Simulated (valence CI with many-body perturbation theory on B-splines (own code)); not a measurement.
Values are calculated unless marked as measured or tabulated.
A CI+MBPT run for Re IV

The program does CI of the valence electrons with many-body perturbation theory for a frozen closed Dirac-Fock core.

Command, and the settings that its task file holds:

```sh
python run_cv.py task.json out
```

```
atom Re  Z=75  mass_number=187  rms_radius_fm=5.3698
core [Xe] 4f14
valence 6d4
avg = 1
basis = S
breit = 1
cap = 10000
capref = 1200
cscale = 1
de = 0.0
dress = 0
eps = 2e-08
extrap = 1
h = 0.27
hh = 1
l2 = 3
lcore = 6
maxit = 60
n2 = 5
natural = 1
nlev = 20
nno = [3, 3, 3, 3, 1]
nroot = 26
nsp = [3, 3, 2, 2, 0]
pt2 = 1
qed = 1
rpa = 1
s1 = 1
s2 = 1
s3 = 1
screen = 1
tol = 2e-05
whole = 1
```

What became of the run, and why?

It gave no result: the start configuration must fill the lowest shells above the core. The program said: "6d is not the lowest shell of its kind above the core".
